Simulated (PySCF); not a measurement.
# Computed vibrations of [Nd(NH3)2]3+

[Nd(NH3)2]3+ (singlet in the valence; each metal's 4f electrons, 3 of them, lie in its core potential, out of spins and levels). PySCF 2.14.0, RKS PBE0, Nd lcecp-1-SVP with ECP49, N def2-SVP, H def2-SVP; non-relativistic Hamiltonian with scalar-relativistic core potentials where named; density fitting; no spin-orbit coupling. Central differences of gradients.

```xyz
9

Nd    0.2079   -0.1733    0.0001
N    -0.8345    0.6938    2.0213
H    -0.2571    1.3645    2.5692
H    -1.7296    1.2090    1.9017
H    -1.0781   -0.0250    2.7340
N    -0.8321    0.6953   -2.0223
H    -0.3284    0.4662   -2.9039
H    -1.7973    0.3609   -2.2206
H    -0.9328    1.7291   -2.0805
```

Run from Python with OMP_NUM_THREADS=2. Where DIIS fails, smearing, a level shift and second-order steps follow.
It took 2.7 min on 2 threads of Arm Neoverse V1 (shared host).

Task: What are the harmonic wavenumbers and infrared intensities?

Result: Negative numbers are unstable modes, those under 60 cm⁻¹ near the noise; a finer grid moves soft modes by up to 10 cm⁻¹.
| cm⁻¹ | km/mol | symmetry |
| --- | --- | --- |
| 46 | 0.5 |  |
| 57 | 0.1 |  |
| 73 | 6.3 |  |
| 370 | 3.0 |  |
| 375 | 18.5 |  |
| 662 | 40.1 |  |
| 668 | 2.7 |  |
| 680 | 133.6 |  |
| 692 | 86.4 |  |
| 1418 | 174.4 |  |
| 1421 | 72.9 |  |
| 1590 | 102.1 |  |
| 1590 | 92.9 |  |
| 1592 | 37.6 |  |
| 1593 | 4.1 |  |
| 3305 | 526.0 |  |
| 3314 | 106.0 |  |
| 3371 | 177.2 |  |
| 3375 | 190.3 |  |
| 3379 | 219.8 |  |
| 3385 | 209.0 |  |

Task: Is this a minimum?

Result: Yes, within the noise of the softest modes. Ideal gas at 298.15 K and 1 bar: S = 365.2 J/(mol K), Cp = 87.2 J/(mol K), H − H(0 K) = 19.5 kJ/mol (rigid rotor, harmonic modes, spin degeneracy alone, that of the 4f electrons in the core included; the modes under 60 cm⁻¹ make these uncertain).

An lcecp potential fixes the number of 4f electrons, so in runs with it no electron can move into or out of that shell.
